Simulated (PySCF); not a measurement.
**PBE0 on Be⁺ (beryllium, charge +1)**

Configuration: [He] 2p1, 2P determinant (an excited configuration). All numbers are calculated (PySCF 2.14, no relativity, point nucleus, in aug-cc-pVDZ (4s3p2d, 23 functions)).

| Item | Value |
| --- | --- |
| Total energy | -14.1720 hartree |
| One-electron energy | -17.4395 hartree |
| Hartree (Coulomb) energy | 5.7981 hartree |
| Exchange-correlation energy | -2.5306 hartree |
| Kinetic energy | 14.08639 hartree |
| ⟨S²⟩ | 0.7500 |
| ⟨L²⟩ | 2.000 |
| Sum of ⟨r⟩ | 3.186 bohr |
| Sum of ⟨r²⟩ | 7.126 bohr² |
| Traceless quadrupole moment −½Σ⟨3z² − r²⟩ along its main axis | -2.66 e·bohr² |
| Density at the nucleus (Gaussians lack the cusp) | 32.7 bohr⁻³ |
| Spin density at the nucleus | -0.0171 bohr⁻³ |
| Langevin diamagnetic susceptibility | -5.64 ×10⁻⁶ cm³/mol |

| shell | electrons | mean orbital energy (hartree) | rms radius, mean of both spins (bohr) |
| --- | --- | --- | --- |
| 1s α | 1 | -4.55313 | 0.487 |
| 1s β | 1 | -4.54247 | 0.487 |
| 2p α | 1 | -0.43346 | 2.58 |
